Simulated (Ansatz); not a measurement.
## Ansatz (development build ahead of 0.2.0) run

```yaml
crystal:
  periodic: [false, false, false]
  atoms:
    - { symbol: H, position_ang: [0.0, 0.0, -2.30375] }
    - { symbol: H, position_ang: [0.0, 0.0, -1.38225] }
    - { symbol: H, position_ang: [0.0, 0.0, -0.46075] }
    - { symbol: H, position_ang: [0.0, 0.0, 0.46075] }
    - { symbol: H, position_ang: [0.0, 0.0, 1.38225] }
    - { symbol: H, position_ang: [0.0, 0.0, 2.30375] }
basis:
  gaussian: { orbitals: def2-SVP }
hamiltonian:
  xc: hf
correlation:
  method: mp2
  frozen_orbitals: { H: 0 }
output:
  forces: true
```

The input is written out in the form of the current development build from the run's settings.

Results

```json
{"Converged": "yes", "Reference energy": "-3.24440 hartree", "Correlation energy": "-0.10057 hartree", "Total energy": "-3.34497 hartree"}
```

Forces (eV/Å):
```json
{"atom": "H1", "Fx": "0.000", "Fy": "0.000", "Fz": "2.458"}
{"atom": "H2", "Fx": "0.000", "Fy": "0.000", "Fz": "-6.007"}
{"atom": "H3", "Fx": "0.000", "Fy": "0.000", "Fz": "5.324"}
{"atom": "H4", "Fx": "0.000", "Fy": "0.000", "Fz": "-5.324"}
{"atom": "H5", "Fx": "0.000", "Fy": "0.000", "Fz": "6.007"}
{"atom": "H6", "Fx": "0.000", "Fy": "0.000", "Fz": "-2.458"}
```

Caution: bonds are stretched, where a single reference can fail; stretched shape with no unrestricted run beside it, a lower state can exist.
